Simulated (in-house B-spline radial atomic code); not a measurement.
Cr⁺. Computed with a B-spline radial atomic code. Model: all-electron spherical atom, spin shells full or empty, radial basis limit, no spin-orbit coupling: exact exchange with a local potential (Slater, KLI or optimised effective potential, whose far tail is KLI's), no correlation.

Exchange potential has not reached -1/r at the last radius.

The run also made RPA and GW results, which its time includes.

The Slater potential averages the orbital exchange potentials with the orbital densities as weights, KLI adds orbital constants, and the optimised effective potential minimises the exact-exchange energy among local potentials. So their energies lie above Hartree-Fock in the order OEP, KLI, Slater. All fall off as −1/r, unlike LDA and GGA exchange.

Command:
```bash
python run_gw.py task.json out
```
Settings (lengths in bohr, energies in hartree):
```
Z                      24
electrons              23
configuration          [Ar] 3d5
hamiltonian            nr
method                 slater
lmax                   9
spin_polarised         True
box_radius             23.78
intervals              74
```

Time taken, with all properties: 7.2 s on 1 thread of Arm Neoverse N1, with other jobs on the host.

Given: hamiltonian non-relativistic; mean-field start Slater potential.

Computed: energy above Hartree-Fock 171.83 millihartree; virial ratio -E/T less 1 -0.016379.

```json
{"radius (bohr)": "0.00208", "r times exchange potential up (hartree bohr)": "-0.050921", "r times exchange potential down (hartree bohr)": "-0.050922"}
{"radius (bohr)": "0.00257", "r times exchange potential up (hartree bohr)": "-0.062864", "r times exchange potential down (hartree bohr)": "-0.062864"}
{"radius (bohr)": "0.00318", "r times exchange potential up (hartree bohr)": "-0.077688", "r times exchange potential down (hartree bohr)": "-0.077688"}
{"radius (bohr)": "0.00393", "r times exchange potential up (hartree bohr)": "-0.095833", "r times exchange potential down (hartree bohr)": "-0.095834"}
{"radius (bohr)": "0.00485", "r times exchange potential up (hartree bohr)": "-0.11795", "r times exchange potential down (hartree bohr)": "-0.11795"}
{"radius (bohr)": "0.006", "r times exchange potential up (hartree bohr)": "-0.14532", "r times exchange potential down (hartree bohr)": "-0.14532"}
{"radius (bohr)": "0.00741", "r times exchange potential up (hartree bohr)": "-0.17841", "r times exchange potential down (hartree bohr)": "-0.17841"}
{"radius (bohr)": "0.00915", "r times exchange potential up (hartree bohr)": "-0.21842", "r times exchange potential down (hartree bohr)": "-0.21843"}
{"radius (bohr)": "0.0113", "r times exchange potential up (hartree bohr)": "-0.26643", "r times exchange potential down (hartree bohr)": "-0.26643"}
{"radius (bohr)": "0.014", "r times exchange potential up (hartree bohr)": "-0.32423", "r times exchange potential down (hartree bohr)": "-0.32423"}
{"radius (bohr)": "0.0173", "r times exchange potential up (hartree bohr)": "-0.39079", "r times exchange potential down (hartree bohr)": "-0.39079"}
{"radius (bohr)": "0.0213", "r times exchange potential up (hartree bohr)": "-0.46514", "r times exchange potential down (hartree bohr)": "-0.46514"}
{"radius (bohr)": "0.0263", "r times exchange potential up (hartree bohr)": "?", "r times exchange potential down (hartree bohr)": "?"}
{"radius (bohr)": "0.0325", "r times exchange potential up (hartree bohr)": "?", "r times exchange potential down (hartree bohr)": "?"}
{"radius (bohr)": "0.0402", "r times exchange potential up (hartree bohr)": "-0.72359", "r times exchange potential down (hartree bohr)": "-0.72359"}
{"radius (bohr)": "0.0497", "r times exchange potential up (hartree bohr)": "-0.80198", "r times exchange potential down (hartree bohr)": "-0.80197"}
{"radius (bohr)": "0.0614", "r times exchange potential up (hartree bohr)": "-0.8599", "r times exchange potential down (hartree bohr)": "-0.85989"}
{"radius (bohr)": "0.0758", "r times exchange potential up (hartree bohr)": "-0.8854", "r times exchange potential down (hartree bohr)": "-0.88536"}
{"radius (bohr)": "0.0937", "r times exchange potential up (hartree bohr)": "-0.88162", "r times exchange potential down (hartree bohr)": "-0.88142"}
{"radius (bohr)": "0.116", "r times exchange potential up (hartree bohr)": "-0.89585", "r times exchange potential down (hartree bohr)": "-0.89517"}
{"radius (bohr)": "0.143", "r times exchange potential up (hartree bohr)": "-0.98046", "r times exchange potential down (hartree bohr)": "-0.97899"}
{"radius (bohr)": "0.177", "r times exchange potential up (hartree bohr)": "-1.1246", "r times exchange potential down (hartree bohr)": "-1.1224"}
{"radius (bohr)": "0.218", "r times exchange potential up (hartree bohr)": "-1.2704", "r times exchange potential down (hartree bohr)": "-1.2686"}
{"radius (bohr)": "0.27", "r times exchange potential up (hartree bohr)": "-1.3739", "r times exchange potential down (hartree bohr)": "-1.3783"}
{"radius (bohr)": "0.333", "r times exchange potential up (hartree bohr)": "-1.384", "r times exchange potential down (hartree bohr)": "-1.4094"}
{"radius (bohr)": "0.411", "r times exchange potential up (hartree bohr)": "-1.2742", "r times exchange potential down (hartree bohr)": "-1.312"}
{"radius (bohr)": "0.508", "r times exchange potential up (hartree bohr)": "-1.1921", "r times exchange potential down (hartree bohr)": "-1.1168"}
{"radius (bohr)": "0.628", "r times exchange potential up (hartree bohr)": "-1.3303", "r times exchange potential down (hartree bohr)": "-1.1315"}
{"radius (bohr)": "0.776", "r times exchange potential up (hartree bohr)": "-1.5482", "r times exchange potential down (hartree bohr)": "-1.2833"}
{"radius (bohr)": "0.958", "r times exchange potential up (hartree bohr)": "-1.7016", "r times exchange potential down (hartree bohr)": "-1.4007"}
{"radius (bohr)": "1.18", "r times exchange potential up (hartree bohr)": "-1.734", "r times exchange potential down (hartree bohr)": "-1.4352"}
{"radius (bohr)": "1.46", "r times exchange potential up (hartree bohr)": "-1.6466", "r times exchange potential down (hartree bohr)": "-1.3961"}
{"radius (bohr)": "1.81", "r times exchange potential up (hartree bohr)": "-1.4831", "r times exchange potential down (hartree bohr)": "-1.3164"}
{"radius (bohr)": "2.23", "r times exchange potential up (hartree bohr)": "-1.3148", "r times exchange potential down (hartree bohr)": "-1.2327"}
{"radius (bohr)": "2.76", "r times exchange potential up (hartree bohr)": "-1.1806", "r times exchange potential down (hartree bohr)": "-1.1589"}
{"radius (bohr)": "3.41", "r times exchange potential up (hartree bohr)": "-1.0968", "r times exchange potential down (hartree bohr)": "-1.1027"}
{"radius (bohr)": "4.21", "r times exchange potential up (hartree bohr)": "-1.0509", "r times exchange potential down (hartree bohr)": "-1.0628"}
```

Task: What belongs in the row 0.0263?

Result: r times exchange potential up (hartree bohr): -0.54814; r times exchange potential down (hartree bohr): -0.54814.

Task: What belongs in the row 0.0325?

Result: r times exchange potential up (hartree bohr): -0.63605; r times exchange potential down (hartree bohr): -0.63605.

```tsv
occupied	level (hartree)	Hartree-Fock level (hartree)
1s up	-218.43	-220.65
1s down	?	?
2s up	-25.571	-26.519
2s down	-25.581	-26.419
2p up	-22.031	-22.45
2p down	-22.036	-22.353
3s up	-3.3464	-3.7239
3s down	-3.0855	-3.3761
3p up	?	?
3p down	-2.0936	-2.1065
3d up	-0.74406	-0.64922
```

Task: What belongs in the row 1s down?

Result: level (hartree): -218.43; Hartree-Fock level (hartree): -220.66.

Task: What belongs in the row 3p up?

Result: level (hartree): -2.3427; Hartree-Fock level (hartree): -2.5352.

```tsv
empty	level (hartree)
4s up	-0.59029
3d down	-0.55613
4s down	-0.55481
4p up	?
4p down	-0.39515
5s up	-0.23787
5s down	-0.23061
4d up	-0.21581
4d down	?
5p up	-0.18864
```

Task: What belongs in the row 4p up?

Result: level (hartree): -0.41453.

Task: What belongs in the row 4d down?

Result: level (hartree): -0.20763.

The highest level, 3d up, differs from Hartree-Fock by -2.6 eV and the deepest, 1s up, by +60.4 eV: the Slater potential lacks the response part and is deeper than the optimised one throughout, so the top level comes too deep.
